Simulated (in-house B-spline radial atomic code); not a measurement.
Radial electron density of Mg VII (Mg6+), [He] 2s2 2p2. Level of theory: scalar-relativistic (X2C) LDA VWN5, spin-polarised, spherical fractional occupations, Fermi nucleus of rms radius 3.057 fm; calculated with an all-electron radial atomic-structure program (B-spline basis).

Columns: r (bohr), 4πr²n(r) (electrons per bohr), bar.

```
 0.00484   0.3112 #
 0.00564   0.4121 #
 0.00657   0.5438 ##
 0.00765   0.7145 ##
 0.00891   0.9356 ###
  0.0104    1.224 ####
  0.0121    1.583 #####
  0.0141     2.04 #######
  0.0164    2.602 #########
  0.0191    3.296 ###########
  0.0222    4.121 ##############
  0.0259    5.117 #################
  0.0302     6.26 #####################
  0.0351    7.502 #########################
  0.0409    8.849 #############################
  0.0476    10.19 ##################################
  0.0555    11.46 ######################################
  0.0646    12.49 #########################################
  0.0752    13.15 ###########################################
  0.0876    13.31 ############################################
   0.102    12.88 ###########################################
   0.119    11.85 #######################################
   0.138     10.4 ##################################
   0.161    8.659 #############################
   0.188    7.012 #######################
   0.219    5.833 ###################
   0.255    5.316 ##################
   0.297    5.473 ##################
   0.345    6.071 ####################
   0.402    6.734 ######################
   0.468    7.017 #######################
   0.546     6.63 ######################
   0.635    5.576 ##################
    0.74    4.086 ##############
   0.862    2.569 ########
       1    1.384 #####
    1.17   0.5862 ##
    1.36   0.2052 #
    1.59  0.05269 
    1.85  0.01043 
    2.15 0.001492
```

On this grid the curve has 2 maxima, near 0.0876, 0.468 bohr.

The 2s down radial function P(r) = rR(r), positive near the nucleus:

```csv
r (bohr),P
0.00167,0.04026
0.00226,0.05371
0.00307,0.07176
0.00416,0.09534
0.00564,0.1262
0.00765,0.1661
0.0104,0.2172
0.0141,0.28
0.0191,0.3549
0.0259,0.4399
0.0351,0.5273
0.0476,0.6025
0.0646,0.6393
0.0876,0.6004
0.119,0.4409
0.161,0.1328
0.219,-0.3245
0.297,-0.8331
0.402,-1.228
0.546,-1.332
0.74,-1.083
1,-0.6391
1.36,-0.2459
1.85,-0.05448
```
